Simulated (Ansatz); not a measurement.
Wavefunction ladder for BrH2InO, SMILES `[OH][InH][Br]`

Cartesian coordinates in Å:
```
O 1.337 0.192 0.597
In -0.457 -0.069 -0.182
Br -0.352 0.282 -2.608
H 1.358 0.068 1.549
H -1.886 -0.474 0.645
```

The species carries charge 0 and has multiplicity 1. Correlated methods include outer-core shells of Br, In, which these sets cover unevenly. Scalar relativity is left out up to krypton. In: def2 effective core potential. Geometry: relaxed with PBE0-D4/def2-TZVP. It is one conformer, not always the lowest. Frozen core, restricted reference, the Gaussian-basis code of Ansatz.

```csv
basis,HF (Eh),MP2 corr.
def2-SVP,-2837.33043,-0.50807
def2-TZVPP,-2837.75695,-0.80302
def2-QZVPP,-2837.81183,-1.33088
```

Estimate the CCSD correlation energy and the (T) correction in each basis where they were run (hartree).


```tsv
basis	CCSD corr.	(T)
def2-SVP	-0.52257	-0.01224
def2-TZVPP	-0.80668	-0.02695
```
